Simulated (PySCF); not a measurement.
CH9NSi2, SMILES C[SiH2]N[SiH3].

Coordinates come from a PBE0-D3(BJ)/def2-SVP optimisation. Other conformers were not sampled.

All values below come from PySCF with TDA-PBE0/def2-SVPD.

Vertical excitations. Gas-phase values at a fixed geometry. State labels are in the subgroup Cs.

Computed UV-visible absorptions:
| state | symmetry | energy (eV) | λ (nm) | f | main pairs |
|---|---|---|---|---|---|
| S1 | A" | 6.10 | 203 | 0.003 | HOMO→LUMO 98 % |
| S2 | A" | 6.66 | 186 | 0.022 | HOMO→LUMO+1 97 % |
| S3 | A" | 7.10 | 175 | 0.004 | HOMO→LUMO+2 70 %, HOMO→LUMO+3 20 % |
| S4 | A" | 7.32 | 169 | 0.007 | HOMO→LUMO+3 74 %, HOMO→LUMO+2 20 % |
| S5 | A' | 7.62 | 163 | 0.081 | HOMO→LUMO+5 98 % |
| S6 | A" | 7.64 | 162 | 0.013 | HOMO→LUMO+4 91 % |
| S7 | A" | 7.98 | 155 | 0.002 | HOMO→LUMO+6 88 % |
| S8 | A' | 8.14 | 152 | 0.002 | HOMO−1→LUMO 95 % |
| S9 | A' | 8.31 | 149 | 0.001 | HOMO−3→LUMO 90 % |
| S10 | A" | 8.36 | 148 | 0.003 | HOMO−2→LUMO 82 % |
| T1 | A" | 5.76 | 215 | 0 | HOMO→LUMO 91 % |
| T2 | A" | 6.48 | 191 | 0 | HOMO→LUMO+1 89 % |
| T3 | A" | 6.85 | 181 | 0 | HOMO→LUMO+2 77 % |
| T4 | A" | 7.12 | 174 | 0 | HOMO→LUMO+3 79 % |
Triplets are in the Tamm–Dancoff approximation.
